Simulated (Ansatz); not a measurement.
`[GeH3][SiH2][SiH2][SiH2][GeH3]` + H₂S → `S[SiH2][SiH2][GeH3]` + `[SiH3][GeH3]`  (cleavage of the Si–Si bond)

Computed with Ansatz on PBE0-D4/def2-TZVP structures; ΔE is electronic, products minus reactants. CCSD(T)/CBS adds triple-zeta CCSD(T) − MP2 to the extrapolated MP2 energy (def2 sets, frozen cores). This one scheme is used for every species. For Ge outer-core shells are correlated without core-valence functions, which leaves a few kJ/mol of doubt a bond. Scalar relativity is left out up to krypton. Each species was taken in one conformer, which may not be the lowest.

`[GeH3][SiH2][SiH2][SiH2][GeH3]`:

```xyz
17

Ge   -0.335    1.175    2.358
Si    0.180   -1.043    1.663
Si    1.635   -0.977   -0.165
Si    0.747    0.491   -1.753
Ge   -1.530   -0.063   -2.173
H    -1.251    1.175    3.594
H     0.954    1.939    2.706
H    -1.049    1.930    1.224
H    -1.080   -1.724    1.257
H     0.776   -1.800    2.799
H     2.978   -0.511    0.280
H     1.782   -2.334   -0.764
H     1.519    0.443   -3.025
H     0.813    1.880   -1.218
H    -1.644   -1.518   -2.659
H    -2.141    0.859   -3.242
H    -2.353    0.078   -0.882
```

H₂S:

```xyz
3

S     0.329    0.524    0.027
H     0.076   -0.460    0.902
H    -0.405   -0.064   -0.929
```

`S[SiH2][SiH2][GeH3]`:

```xyz
12

S     1.970    1.579   -1.177
Si    0.753    1.613    0.589
Si   -1.163    0.321    0.250
Ge   -0.506   -1.901   -0.296
H     2.001    0.239   -1.274
H     1.501    1.120    1.778
H     0.441    3.051    0.788
H    -1.956    0.896   -0.869
H    -2.010    0.292    1.477
H     0.241   -2.539    0.888
H     0.446   -1.889   -1.507
H    -1.717   -2.781   -0.646
```

`[SiH3][GeH3]`:

Z-matrix (Å, degrees):
```
Si
Ge 1 2.378
H 1 1.487 2 110.1
H 1 1.487 2 110.1 3 -120.0
H 1 1.487 2 110.1 3 120.0
H 2 1.538 1 110.6 3 179.7
H 2 1.538 1 110.6 3 -60.3
H 2 1.538 1 110.6 3 59.7
```

```csv
level,ΔE (kJ/mol)
HF/def2-TZVPP,-57.6
CCSD/def2-TZVPP,-37.7
SCS-MP2/def2-QZVPP,-46.3
HF/CBS(def2),-58.9
```

(1) What does CCSD(T)/CBS give? (Best estimate.)

Largest T1 diagnostic among the species: 0.013.

Results:

(1) Ansatz gave: -37.8 kJ/mol. The listed levels differ from it by -19.8, 0.1, -8.5, -21.1 kJ/mol.

The D4 term adds +10.8 kJ/mol with B3LYP and +6.8 kJ/mol with PBE0; it sums over pairs of atoms, weighted by their polarisabilities, and B3LYP, whose exchange is more repulsive, gets the larger term. In def2-TZVPP, CCSD(T) changes the Hartree–Fock value by +22.4 kJ/mol (the triples alone add +2.4 kJ/mol) and MP2 by +16.3 kJ/mol.

B3LYP here is the variant with VWN-RPA as its local correlation; programs differ in this.
